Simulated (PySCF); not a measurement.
This PySCF input asks for the NMR shieldings of `CCCC1=C[SiH2][C@H]1Cl`, C6H11ClSi; the geometry comes from GFN2-xTB.

```python
import basis_set_exchange as bse
import numpy as np
from pyscf import gto, dft
from pyscf.prop import nmr

atoms = """
C     2.046218    1.012976   -0.435775
C     1.728932    0.116417    0.754324
C     0.804270   -1.043429    0.362189
C    -0.528202   -0.570407   -0.093523
C    -1.148599   -0.692907   -1.278688
Si   -2.745698    0.146931   -0.743897
C    -1.511919    0.187843    0.757803
Cl   -1.985421   -0.714957    2.231571
H     2.552047    0.445885   -1.214770
H     1.132083    1.428143   -0.855985
H     2.692377    1.834515   -0.134252
H     1.255503    0.703749    1.543479
H     2.656076   -0.295581    1.158858
H     1.271235   -1.635472   -0.428516
H     0.660167   -1.684950    1.236625
H    -0.744842   -1.150508   -2.167279
H    -3.080851    1.458143   -1.295811
H    -3.918904   -0.686698   -0.517148
H    -1.144276    1.149557    1.113333
"""
names = dict.fromkeys(["C", "Si", "Cl", "H"], "pcSseg-1")
basis = {el: gto.basis.parse(bse.get_basis(n, elements=[el], fmt="nwchem")) for el, n in names.items()}
mol = gto.M(atom=atoms, basis=basis, charge=0, verbose=0)
mf = dft.RKS(mol, xc="PBE0")
mf.grids.level = 2
mf.grids.alignment = dft.numint.BLKSIZE   # the property module wants whole blocks of grid points
mf.conv_tol = 1e-9
mf.kernel()

calc = nmr.RKS(mf)   # GIAO
C = mf.mo_coeff
Co = C[:, mf.mo_occ > 0]
resp = mf.gen_response(singlet=True, hermi=2)
def vind(x):   # induced exchange potential for any number of trial vectors
    d = np.einsum("pi,xij,qj->xpq", C, 2 * x.reshape(-1, C.shape[1], Co.shape[1]), Co, optimize=True)
    return np.einsum("xpq,pi,qj->xij", resp(d - d.transpose(0, 2, 1)), C, Co, optimize=True).ravel()
mo1, _ = nmr.rhf.solve_mo1(calc, with_cphf=vind)
sigma = calc.kernel(mo1)
for i, s in enumerate(sigma):   # ppm
    w = np.linalg.eigvalsh((s + s.T) / 2)
    print("%2d %-2s iso %8.1f  s11 %8.1f  s22 %8.1f  s33 %8.1f" % (i, mol.atom_pure_symbol(i), w.mean(), *w))
```

Problem. What does it print?

Solution. 
```
 0 C  iso    171.8  s11    159.8  s22    169.9  s33    185.8
 1 C  iso    165.4  s11    159.9  s22    164.7  s33    171.5
 2 C  iso    149.3  s11    133.4  s22    150.6  s33    164.0
 3 C  iso      6.2  s11   -118.1  s22      6.7  s33    129.9
 4 C  iso     48.6  s11    -53.6  s22     50.5  s33    149.0
 5 Si iso    382.5  s11    339.9  s22    385.6  s33    422.1
 6 C  iso    136.9  s11    103.8  s22    138.1  s33    168.8
 7 Cl iso    838.6  s11    664.5  s22    786.8  s33   1064.3
 8 H  iso     31.1  s11     27.1  s22     28.5  s33     37.6
 9 H  iso     30.8  s11     25.6  s22     31.7  s33     35.1
10 H  iso     30.6  s11     26.0  s22     27.5  s33     38.2
11 H  iso     30.1  s11     25.5  s22     30.1  s33     34.8
12 H  iso     30.2  s11     25.1  s22     28.5  s33     37.0
13 H  iso     29.7  s11     25.7  s22     28.9  s33     34.5
14 H  iso     28.6  s11     24.3  s22     28.4  s33     33.3
15 H  iso     25.7  s11     23.6  s22     25.1  s33     28.4
16 H  iso     26.6  s11     23.6  s22     24.5  s33     31.7
17 H  iso     26.9  s11     23.7  s22     25.6  s33     31.5
18 H  iso     27.4  s11     23.8  s22     26.4  s33     32.0
```

These numbers come from an equivalent density-fitted implementation of the same equations, which agrees with the script to about 0.01 ppm for H and up to a few tenths of a ppm for heavy atoms, so last digits may differ.

Problem. Turn these shieldings into chemical shifts. Chemical shifts δ = σref − σ; ¹³C (σ = 186.93 ppm), ²⁹Si (σ = 349.16 ppm), ¹H (σ = 31.72 ppm) vs TMS; ³⁵Cl (σ = 949.78 ppm) against HCl, all at this level.

Solution. Averaging equivalent atoms: C 3: 180.8; C 4: 138.3; C 6: 50.0; C 2: 37.6; C 1: 21.6; C 0: 15.1; Si 5: -33.4; Cl 7: 111; H 15: 6.02; H 16: 5.12; H 17: 4.79; H 18: 4.30; H 14: 3.08; H 13: 2.01; H 11: 1.59; H 12: 1.52; H 8/9/10: 0.89 ppm. 

Size and cost of the density-fitted run: 205 basis functions, 50 s wall time on 1 thread of an Arm Neoverse V1, shared host; peak memory 0.93 GiB.
